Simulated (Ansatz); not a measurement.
Some isomers of C4H3N2, charge -1, singlet:

A. [c-]1cnccn1
B. [c-]1cncnc1
C. [c-]1ccncn1
D. [c-]1ncccn1

Quantity: relative energy (electronic energy difference), kcal/mol. Each molecule is optimised on its own at B3LYP-D3(BJ)/def2-TZVP (Ansatz, a first-principles code). Unstable Hartree-Fock reference: [c-]1cnccn1, [c-]1cncnc1. Cores are frozen in the correlated levels unless marked. No spin-orbit coupling. Non-relativistic. Basis-set limits of correlation are two-point, X^-3; Hartree-Fock from the larger set. Anions need diffuse functions, which plain sets lack and def2-D sets hold few of. Values are relative to the lowest entry of each level; other isomers of the formula, not listed, may lie lower.

Problem. Rank them by relative energy at CCSD(T)/CBS(aug-cc-pVTZ,aug-cc-pVQZ) (Ansatz), lowest first.

Solution. B (0.0 kcal/mol), C (6.2 kcal/mol), A (12.3 kcal/mol), D (13.6 kcal/mol)
